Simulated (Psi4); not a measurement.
C4H7 (SMILES [CH2]C(=C)C), doublet, geometry from GFN2-xTB. Base run: B3LYP/STO-3G run with Psi4.

The Psi4 input:
```
memory 2 GB

molecule {
0 2
  C    -0.19495187    0.15685852    1.40366555
  C    -0.00119422    0.08240982    0.04378401
  H    -0.29377985    1.10630927    1.89854694
  H    -0.25392347   -0.72596582    2.01373916
  C     0.07590634    1.21165371   -0.74090455
  H     0.22795896    1.14765059   -1.80292646
  H    -0.01487156    2.19324052   -0.31204544
  C     0.11066686   -1.26726994   -0.61376699
  H     0.38726064   -2.03093733    0.10821526
  H    -0.84735425   -1.54391310   -1.05326649
  H     0.85214687   -1.24829667   -1.40893108
}

set basis sto-3g
set reference uks

energy('b3lyp')
print_variables()
```

Variants of this job, named by their change:

```csv
change,ΔE vs base (µEh),SCF cycles,grid points,basis functions
base,0.0,9,234132,27
dft_nuclear_scheme = stratmann,-4.0,9,216945,27
level_shift = 0.3,0.0,9,234132,27
scf_type = pk,1095,9,234132,27
dft_spherical_points = 974,-3.3,9,753515,27
puream = false,71.8,9,234132,27
dft_radial_scheme = mura,0.0,9,237355,27
dft_spherical_points = 590,-3.4,9,456771,27
scf_type = dfdirj+link,-155,9,234132,27
dft_spherical_points = 194,1.3,9,150488,27
soscf = true,0.0,5,234132,27
damping_percentage = 20,0.2,14,234132,27
scf_type = disk_df,0.0,9,234132,27
```

Open shells are given as the SCF converged; they aren't shown to be the lowest states, and a large step between rows can be another state.
